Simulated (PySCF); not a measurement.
Spin-rotation constants: SMILES p1cpcc(C)c1Br, C5H5BrP2

Geometry:
```json
{"atom": "C1", "x (Å)": "-1.929", "y (Å)": "-0.255", "z (Å)": "0.137"}
{"atom": "C2", "x (Å)": "-0.442", "y (Å)": "-0.098", "z (Å)": "0.023"}
{"atom": "C3", "x (Å)": "0.320", "y (Å)": "-1.230", "z (Å)": "-0.228"}
{"atom": "P4", "x (Å)": "2.034", "y (Å)": "-1.411", "z (Å)": "-0.414"}
{"atom": "C5", "x (Å)": "2.616", "y (Å)": "0.202", "z (Å)": "-0.209"}
{"atom": "P6", "x (Å)": "1.785", "y (Å)": "1.681", "z (Å)": "0.102"}
{"atom": "C7", "x (Å)": "0.124", "y (Å)": "1.163", "z (Å)": "0.171"}
{"atom": "Br8", "x (Å)": "-1.048", "y (Å)": "2.655", "z (Å)": "0.513"}
{"atom": "H9", "x (Å)": "-2.275", "y (Å)": "0.096", "z (Å)": "1.109"}
{"atom": "H10", "x (Å)": "-2.223", "y (Å)": "-1.295", "z (Å)": "0.016"}
{"atom": "H11", "x (Å)": "-2.431", "y (Å)": "0.342", "z (Å)": "-0.625"}
{"atom": "H12", "x (Å)": "-0.228", "y (Å)": "-2.161", "z (Å)": "-0.324"}
{"atom": "H13", "x (Å)": "3.694", "y (Å)": "0.312", "z (Å)": "-0.289"}
```

The calculation used GIAO B3LYP/pcSseg-1 magnetisability, rotational g tensor and spin-rotation constants, non-relativistic, gas phase in PySCF. Geometry: GFN2-xTB.

The calculation is non-relativistic, which matters for the atoms heavier than Zn.

Problem. Give the nuclear spin-rotation constants along the inertial axes (H = +C I·J) beside the isotropic shieldings.

Solution. Rotational constants 1.9954, 0.6576, 0.4961 GHz. A star marks the isotopologue with that one atom substituted, in its own axes.
| atom | isotope | Caa (kHz) | Cbb (kHz) | Ccc (kHz) | mean (kHz) | σ (ppm) |
| --- | --- | --- | --- | --- | --- | --- |
| P4 | 31P | 5.336 | 1.976 | 0.580 | 2.631 | 35.7 |
| P6 | 31P | 5.608 | 1.839 | 0.661 | 2.703 | 23.1 |
| Br8 | 79Br | 1.676 | 1.823 | 1.153 | 1.551 | 1827.5 |
| H9 | 1H | -0.108 | -0.068 | -0.006 | -0.061 | 28.7 |
| H10 | 1H | -0.152 | 0.004 | -0.057 | -0.068 | 29.5 |
| H11 | 1H | -0.116 | -0.068 | -0.005 | -0.063 | 28.7 |
| H12 | 1H | -0.145 | 0.074 | -0.052 | -0.041 | 22.7 |
| H13 | 1H | -0.014 | 0.051 | -0.057 | -0.007 | 21.4 |
| C1 | 13C* | 0.321 | 0.100 | 0.101 | 0.174 | 148.3 |
| C2 | 13C* | 0.912 | 0.319 | 0.056 | 0.429 | 30.6 |
| C3 | 13C* | 0.864 | 0.361 | 0.072 | 0.432 | 14.8 |
| C5 | 13C* | 1.047 | 0.415 | 0.055 | 0.506 | -16.0 |
| C7 | 13C* | 1.251 | 0.250 | 0.112 | 0.537 | -7.4 |

For the geometry as given, no vibrational averaging.

Problem. How do the rotational constants and the g tensor change when H9, H10, H11, H12, H13 are replaced by deuterium?

Solution. Constants 1.7519, 0.6434, 0.4733 GHz; g -0.0371, -0.0177, 0.0040, against -0.0422, -0.0181, 0.0042 before.
